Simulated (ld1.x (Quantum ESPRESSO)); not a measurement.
## Pseudopotential generation for Be (Z = 4): TM, PW91, scalar-relativistic.

Be (Z = 4), norm-conserving Troullier–Martins (Kleinman–Bylander form), made with ld1.x (Quantum ESPRESSO) 7.5 (PW91, scalar-relativistic). Core none, reference 1s2 2s1 2p0 (charge +1). Waves: 1s (bound): rc 0.30 bohr; 2p (bound, empty): rc 3.50 bohr; 3d channel at 0.1 Ry: rc 2.80 bohr. Local part: the d channel. Core correction: none.

Occupied shells without a wave of their own: 2s. They enter only through the test configuration that unscreens the potential.

Results:

| Quantity | Value |
| --- | --- |
| Largest excitation error | -2238 meV (all-electron minus pseudo) for 1s1 2s2 2p0, out of 7 test configurations |

A Bessel basis up to 400 Ry misses an occupied level by 0.07 Ry, so cutoffs and ghosts were not judged. The potential misses its own reference levels by up to 0.7 eV.

Generation and tests took about 0.98 s on one core of a shared server CPU.
